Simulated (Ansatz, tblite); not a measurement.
Forces on the cluster Zr₂O₅H₂ at its B3LYP-D4/def2-SVP geometry. Total charge 0; singlet.

In the def2 sets Zr takes a core potential; there is no spin–orbit coupling. The xTB rows come from tblite. The structure holds 1 bond(s) between oxygen atoms. Another isomer (singlet) lies 4.04 eV lower at PBE0-D4/def2-TZVP; other spin states weren't run for this one.

GFN1-xTB (tblite), largest force 2.87 eV/Å:

```xyz
9
positions Å, forces eV/Å
Zr   -0.341   -0.478    1.280    1.257    0.310    1.760
Zr    0.706    1.041   -1.151   -1.488   -1.341    0.004
O     0.152    0.844   -2.997    0.451    0.266    0.902
O     1.149   -0.544   -0.303    0.073    0.600   -0.380
O    -0.269    0.009    3.168    1.555   -1.073   -1.903
O     1.037   -0.531    2.675   -2.752    0.766   -0.235
O    -0.698    1.226    0.090    0.640   -0.081   -0.314
H    -1.443   -1.987    0.975    0.184    0.467    0.080
H    -0.292    0.419   -3.737    0.080    0.087    0.086
```

GFN2-xTB (tblite), largest force 1.96 eV/Å:

```
Zr 0.538 -0.614 1.732
Zr -0.460 -0.290 -0.136
O 0.284 0.230 0.830
O 0.353 0.127 -0.648
O 1.003 -0.667 -1.311
O -1.864 0.547 -0.226
O 0.089 0.470 -0.522
H 0.108 0.317 0.290
H -0.052 -0.121 -0.009
```

PBE-D4/def2-TZVP (Ansatz), largest force 0.39 eV/Å:

```
Zr -0.161 0.110 -0.339
Zr 0.090 0.096 0.218
O 0.031 0.089 -0.076
O 0.165 -0.243 0.013
O 0.006 0.008 0.150
O 0.158 -0.003 0.096
O -0.171 0.131 0.024
H -0.014 -0.067 0.002
H -0.102 -0.122 -0.088
```
